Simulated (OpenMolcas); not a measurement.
## InSiH4F (SMILES [F][InH][SiH3]): methods side by side

InSiH4F has 7 atoms, charge 0, and is taken as a singlet. As SMILES, `[F][InH][SiH3]`. The coordinates come from a PBE0-D4/def2-TZVP relaxation.

| atom | x (Å) | y (Å) | z (Å) |
| --- | --- | --- | --- |
| F | -0.1960 | -2.3400 | 1.2988 |
| In | -0.7560 | -1.1649 | -0.1768 |
| Si | 0.5280 | 1.0431 | -0.0286 |
| H | -1.9378 | -1.9659 | -1.1253 |
| H | 1.9860 | 0.7659 | -0.1088 |
| H | 0.2260 | 1.6960 | 1.2722 |
| H | 0.1498 | 1.9658 | -1.1314 |

Each level gives the vertical ionisation energy (to the doublet cation) (eV). The values are calculated.

| level | kind | program | value (eV) | CPU time (all runs) |
| --- | --- | --- | --- | --- |
| HF/def2-SVP (core potential) | Hartree–Fock | OpenMolcas | 9.56 | 25 s |
| SVWN5/def2-SVP (core potential) | LDA | OpenMolcas | 9.70 | 68 s |
| PBE/def2-SVP (core potential) | GGA | OpenMolcas | 9.54 | 96 s |
| revPBE/def2-SVP (core potential) | GGA | OpenMolcas | 9.49 | 95 s |
| r2SCAN/def2-SVP (core potential) | meta-GGA | OpenMolcas | 9.73 | 1.9 min |
| B3LYP/def2-SVP (core potential) | global hybrid | OpenMolcas | 9.85 | 88 s |
| BHLYP/def2-SVP (core potential) | global hybrid | OpenMolcas | 10.04 | 80 s |
| M06-2X/def2-SVP (core potential) | hybrid meta-GGA | OpenMolcas | 10.04 | 1.8 min |

Spin-orbit coupling, which can split open shells on such heavy atoms by tenths of an eV, is left out. The values span 9.49 to 10.04 eV. Times are those of the runs behind each value, whatever else they computed, on shared processors of several kinds: orders of magnitude only.
